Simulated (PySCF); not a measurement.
# H4Pb: a base run and its variants

Base input, run as `python input.py` with PySCF 2.14:

```python
from pyscf import gto, scf
from pyscf.hessian import thermo

mol = gto.M(
    atom='Pb 0 0 0; H 1.4287 -0.0001 1.0102; H -1.4287 0 1.0102; H 0 1.4287 -1.0102; H 0 -1.4286 -1.0103',
    basis='def2-svpd',
    ecp={'Pb': 'def2-svpd'},
    charge=0,
    spin=0,
    verbose=3,
)
mf = scf.UHF(mol)
mf.kernel()
hess = mf.Hessian().kernel()
print('wavenumber (cm^-1) =', thermo.harmonic_analysis(mol, hess)['freq_wavenumber'].round(1))
mf.dip_moment()
print('orbital energies (hartree):', [e[max(0, n-3):n+3].round(4) for e, n in zip(mf.mo_energy, mol.nelec)])
```

Base result: E(SCF) = -194.065968 Eh, μ(SCF) = 0.00 D, wavenumbers 689, 689, 689, 764, 764, 1947, 1947, 1947, 1967 cm⁻¹. No search for the lowest solution was made.

Wall time 28 s on one thread of a shared host.

Each row names what differs from the base; energies in brackets are changes from the base.

```tsv
change	result
Cartesian functions: off → on [not at a minimum]	E(SCF) = -194.065974 Eh (-0.0002 eV), μ(SCF) = 0.00 D, wavenumbers 689, 689, 689, 764, 764, 1945, 1945, 1945, 1964 cm⁻¹
geometry: coordinates × 1 → coordinates × 1.12 [not at a minimum]	E(SCF) = -194.030729 Eh (+0.9589 eV), μ(SCF) = 0.00 D, wavenumbers 793, 793, 793, 826, 826, 1247, 1263, 1263, 1263 cm⁻¹
step after the SCF: frequency → mp2; frozen orbitals: default → 4	E(SCF) = -194.065968 Eh (+0.0000 eV), E(MP2) − E(SCF) = -0.14729 Eh, μ(SCF) = 0.00 D
initial guess: minao → core (no such guess here, so PySCF falls back to its default) [not at a minimum]	E(SCF) = -194.065968 Eh (+0.0000 eV), μ(SCF) = 0.00 D, wavenumbers 689, 689, 689, 764, 764, 1947, 1947, 1947, 1967 cm⁻¹
functional: none (Hartree–Fock) → o3lyp; SCF type: UHF → UKS; step after the SCF: frequency → analyze	E(SCF) = -195.397401 Eh, μ(SCF) = 0.00 D
functional: none (Hartree–Fock) → pw6b95; SCF type: UHF → UKS; step after the SCF: frequency → analyze	E(SCF) = -195.276283 Eh, μ(SCF) = 0.00 D
functional: none (Hartree–Fock) → tpssh; SCF type: UHF → UKS; step after the SCF: frequency → analyze	E(SCF) = -195.136345 Eh, μ(SCF) = 0.00 D
core potential: on → off [unsound on purpose] [not at a minimum]	E(SCF) = -3119.213678 Eh, μ(SCF) = 0.00 D
length unit: angstrom → bohr [unsound on purpose] [not at a minimum]	E(SCF) = -191.132547 Eh (+79.8224 eV), μ(SCF) = 0.00 D
basis set: def2-svpd → lanl2dz [not at a minimum] [with its own core potential]	E(SCF) = -5.571989 Eh, μ(SCF) = 0.00 D, wavenumbers 780, 780, 780, 820, 820, 1839, 1839, 1839, 1873 cm⁻¹
```
